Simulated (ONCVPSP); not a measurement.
u(r) = r·R(r): atom against pseudo-atom (lanthanum)

Columns: radius, all-electron u(r) and pseudo u(r) of the 5p shell (level -22.48 eV) of lanthanum in the configuration [Kr] 4d10 5s2 5p6 5d1 6s2; LDA (Perdew-Wang 92), scalar-relativistic, ONCV scheme, ONCVPSP 4.0.1.

```
r (bohr)  all-electron  pseudo
   0.202        0.3000  0.0366
   0.405       -0.2661  0.1396
   0.607       -0.4195  0.2878
   0.810       -0.0419  0.4542
   1.012        0.3916  0.6083
   1.215        0.6914  0.7275
   1.418        0.8369  0.7969
   1.620        0.8658  0.8131
   1.822        0.8225  0.7830
   2.025        0.7406  0.7184
   2.228        0.6435  0.6339
   2.430        0.5460  0.5429
   2.632        0.4551  0.4545
   2.835        0.3741  0.3740
   3.037        0.3048  0.3048
   3.240        0.2462  0.2462
   3.442        0.1979  0.1979
   3.645        0.1582  0.1582
   3.847        0.1260  0.1260
   4.050        0.1000  0.1000
   4.252        0.0792  0.0792
   4.455        0.0625  0.0625
   4.658        0.0492  0.0492
   4.860        0.0388  0.0388
   5.062        0.0305  0.0305
   5.265        0.0239  0.0239
```

(1) How many radial nodes do the two functions have?

(2) At about which radius was the pseudo-wave matched?

(3) Is the pseudo-wave norm-conserving?

## Answers

(1) The all-electron 5p function has n − l − 1 = 3 (the table is too coarse to show those close to the nucleus); the pseudo-wave has 0, since the states of the same l below it are removed with the core.

(2) 3.00 bohr, where the columns begin to agree (steps of 0.20 bohr).

(3) Yes: the ONCV scheme keeps the norm inside the radius equal to the all-electron one, which fixes the energy derivative of the logarithmic derivative at the level.
